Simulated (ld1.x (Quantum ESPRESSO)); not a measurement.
# manganese, ultrasoft: configuration errors across variants

```
Element                 : manganese
Generator               : ld1.x (Quantum ESPRESSO) 7.5
Type                    : ultrasoft
Functional              : PW91
Relativity              : scalar-relativistic
Frozen core             : [Ar]
Valence charge          : 7
Reference configuration : 3d5 4s1 4p1
Partial waves           : 4s (bound): rcut 2.40, rcutus 2.95 bohr; 4s channel at 0.4 Ry: rcut 2.40, rcutus 2.95 bohr; 4p (bound): rcut 2.05, rcutus 2.45 bohr; 4p channel at 1.7 Ry: rcut 2.05, rcutus 2.45 bohr; 3d (bound): rcut 1.55, rcutus 1.75 bohr; 3d channel at -0.1 Ry: rcut 1.55, rcutus 1.75 bohr
Local potential         : all-electron potential smoothed inside 1.45 bohr (lloc = -2)
Core correction         : none
Augmentation charge     : PSQ, inside the norm-conserving radii
```

All-electron excitation energies from the reference (eV): (1) 3d5 4s2 4p0 -3.877; (2) 3d5 4s1 4p0 4.597; (3) 3d5 4s0 4p0 20.239; (4) 3d6 4s1 4p0 -4.253; (5) 3d4 4s2 4p0 9.394; (6) 3d5.5 4s1.5 4p0 -4.369; (7) 3d5 4s0 4p2 4.095.

2 further variants failed, have other tests or too few solved ones, and are left out.

A true bound ghost makes a file unfit for plane-wave use even where its test errors are small: the radial tests pick states by their node count and pass the ghost by.

Errors AE − PS in meV (a dash: test not solved or not reliable):

| change | (1) | (2) | (3) | (4) | (5) | (6) | (7) | bound ghosts |
| --- | --- | --- | --- | --- | --- | --- | --- | --- |
| base | -1.1 | +2.5 | +59 | +12 | -94 | +10 | -0.9 | none |
| waves 4p (bound): rcut 2.02, rcutus 2.14 bohr; 4p channel at 1.7 Ry: rcut 2.02, rcutus 2.14 bohr | -2.1 | +3.0 | +62 | +18 | -105 | +13 | -2.3 | p |
| waves 4p (bound): rcut 2.05, rcutus 2.66 bohr; 4p channel at 1.7 Ry: rcut 2.05, rcutus 2.66 bohr | -0.7 | +2.2 | +58 | +9.7 | -88 | +8.8 | -0.4 | none |
| waves 4p (bound): rcut 2.05, rcutus 2.96 bohr; 4p channel at 1.7 Ry: rcut 2.05, rcutus 2.96 bohr | -0.3 | +2.0 | +57 | +7.1 | -83 | +7.4 | +0.1 | none |
| waves 4p (bound): rcut 2.05, rcutus 3.20 bohr; 4p channel at 1.7 Ry: rcut 2.05, rcutus 3.20 bohr | 0.0 | +1.8 | +56 | +5.6 | -80 | +6.6 | +0.3 | none |
| waves 4p (bound): rcut 2.05, rcutus 3.46 bohr; 4p channel at 1.7 Ry: rcut 2.05, rcutus 3.46 bohr | +0.1 | +1.7 | +56 | +4.5 | -78 | +6.0 | +0.5 | none |
| waves 4p (bound): rcut 2.05, rcutus 3.72 bohr; 4p channel at 1.7 Ry: rcut 2.05, rcutus 3.72 bohr | +0.2 | +1.6 | +56 | +3.6 | -76 | +5.6 | +0.7 | none |

(1) Give the same row for: waves 4p (bound): rcut 2.05, rcutus 2.44 bohr; 4p channel at 1.7 Ry: rcut 2.05, rcutus 2.44 bohr.

## Answers

(1) -1.2, +2.6, +60, +13, -96, +11, -1.1; bound ghosts: none.
